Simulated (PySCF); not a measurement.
F₂HS, SMILES F[SH+]F, charge +1. Atoms are numbered in the order given.

```xyz
4

F     -0.0312    -0.4721    -1.1812
S      0.1092     0.4735     0.0000
F     -0.0312    -0.4721     1.1812
H     -1.1856     0.9216     0.0000
```
Charge +1, spin multiplicity 1.

Geometry optimised at PBE0-D3(BJ)/def2-TZVP. The isomer is the one that the SMILES or the coordinates give; other isomers of the formula were not compared.

Two levels are set side by side: PBE/pcSseg-2 (PySCF) and PBE0/pcSseg-2 (PySCF). GIAO shifts against CFCl3 (¹⁹F), H2S (³³S), TMS (¹H) at the same level; non-relativistic, no solvent, atoms listed together averaged. Differences are taken from unrounded values.

```json
[
 {"quantity": "δ(¹⁹F) of F1, F3 (ppm)", "PBE0": "-95.6", "PBE": "-104.3", "PBE minus PBE0": "-8.7"},
 {"quantity": "δ(³³S) of S2 (ppm)", "PBE0": "830.3", "PBE": "859.9", "PBE minus PBE0": "29.5"},
 {"quantity": "δ(¹H) of H4 (ppm)", "PBE0": "11.25", "PBE": "11.53", "PBE minus PBE0": "0.28"}
]
```

Rough cost on one machine, each run with all the roots and properties that it gave: PBE0 against PBE within a factor of 2.
